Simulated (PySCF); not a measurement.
C2H9NSi3, SMILES [SiH2]1[Si@H](CN=C1)[SiH3]. Atoms are numbered in the order given.

```xyz
15

Si    -2.4771     0.5581    -0.3120
Si    -0.5594    -0.4515     0.5772
C      0.4001    -1.4988    -0.7619
N      1.7412    -1.0196    -1.0816
C      2.2303     0.0042    -0.5016
Si     1.2504     0.9941     0.8303
H     -3.4707    -0.4646    -0.7584
H     -3.1316     1.4535     0.6872
H     -2.0742     1.3734    -1.4971
H     -0.8712    -1.2668     1.7881
H     -0.1670    -1.5508    -1.7075
H      0.4877    -2.5482    -0.4301
H      3.2520     0.2938    -0.8039
H      1.9647     0.9967     2.1404
H      1.0449     2.4077     0.3977
```
Charge 0, spin multiplicity 1.

Geometry: B3LYP-D3(BJ)/def2-SVP. The structure was generated by enumeration; whether it is a known compound was not checked. Other conformers were not sampled.

Two levels are set side by side: PBE/pcSseg-1 (PySCF) and HF/pcSseg-1 (PySCF). GIAO shifts against NH3 (¹⁵N), TMS (²⁹Si), TMS (¹H), TMS (¹³C) at the same level; non-relativistic, no solvent, atoms listed together averaged. Differences are taken from unrounded values.

| quantity | PBE |
|---|---|
| δ(²⁹Si) of Si1 (ppm) | -107.1 |
| δ(²⁹Si) of Si2 (ppm) | -95.8 |
| δ(¹³C) of C3 (ppm) | 62.1 |
| δ(¹⁵N) of N4 (ppm) | 485.9 |
| δ(¹³C) of C5 (ppm) | 180.1 |
| δ(²⁹Si) of Si6 (ppm) | -65.4 |
| δ(¹H) of H10 (ppm) | 3.74 |
| δ(¹H) of H13 (ppm) | 9.39 |

Problem. These are the PBE values. What does HF give? (An estimate is asked for; the answer gives what the named calculation found.)

Solution. 
```
quantity                 HF  PBE minus HF
--------------------  -----  ------------
δ(²⁹Si) of Si1 (ppm)  -90.8         -16.3
δ(²⁹Si) of Si2 (ppm)  -83.3         -12.4
δ(¹³C) of C3 (ppm)     46.9          15.2
δ(¹⁵N) of N4 (ppm)    515.7         -29.8
δ(¹³C) of C5 (ppm)    183.4          -3.3
δ(²⁹Si) of Si6 (ppm)  -61.8          -3.7
δ(¹H) of H10 (ppm)     3.39          0.34
δ(¹H) of H13 (ppm)     9.44         -0.05
```

Rough cost on one machine, each run with all the roots and properties that it gave: HF against PBE within a factor of 2.
